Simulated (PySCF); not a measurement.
Species: CH5B2FO.
Numbering: `[CH3:1][BH:2][O:3][BH:4][F:5]` (hydrogens: H6, H7, H8 on C1; H9 on B2; H10 on B4)

Cartesian coordinates in Å at the PBE0-D3(BJ)/def2-SVP level; atoms count from 1:
```
atom  x, y, z in Å
C1    -1.5870    0.0375   -0.2892
B2    -0.3356   -0.6951    0.2946
O3     0.8922   -0.1447    0.2336
B4     2.0619    0.4804    0.1333
F5     2.7972    0.2913   -0.9527
H6    -1.3650    1.0140   -0.7430
H7    -2.0704   -0.6067   -1.0437
H8    -2.3412    0.1725    0.5050
H9    -0.4160   -1.7840    0.8239
H10    2.4697    1.2074    1.0033
```

Jobs on this species (10 atoms, 38 electrons) with PySCF (density fitting). Hardware of each: one thread, Arm Neoverse V1 (aarch64), shared host. Times come from a shared host and carry two figures at best. Peak memory is the resident size of the whole Python process, interpreter and libraries included.

Task: Rank these jobs by wall time, shortest first.
A. PBE0/6-311+G(2d,p); shieldings, charges and field gradients; 165 basis functions
B. PBE0/STO-3G; shieldings, charges and field gradients; 30 basis functions
C. B97-2/pcSseg-2; shieldings; 250 basis functions
D. LC-wPBE/pcSseg-2; shieldings; 250 basis functions

Result: B (2.0 s), A (11 s), C (19 s), D (35 s).

All jobs:

```
level and settings                                     work  basis functions  SCF cycles  wall time  peak memory
       PBE0/STO-3G  shieldings, charges and field gradients               30          13      2.0 s     0.43 GiB
PBE0/6-311+G(2d,p)  shieldings, charges and field gradients              165          13       11 s     0.72 GiB
    PBE0/def2-TZVP  shieldings, charges and field gradients              185          13       13 s     0.87 GiB
      PBE0/cc-pVTZ  shieldings, charges and field gradients              220          13       16 s     0.91 GiB
     PBE0/IGLO-III  shieldings, charges and field gradients              225          13       16 s     0.93 GiB
BHandHLYP/pcSseg-2                               shieldings              250          12       18 s     0.88 GiB
    B97-2/pcSseg-2                               shieldings              250          14       19 s      1.1 GiB
CAM-B3LYP/pcSseg-2                               shieldings              250          13       25 s      1.1 GiB
  LC-wPBE/pcSseg-2                               shieldings              250          13       35 s     0.92 GiB
```

Task: What do all jobs in the table cost together?

Result: About 2.6 min; the longest takes about 23 % of that, and about 18 times as long as the shortest.
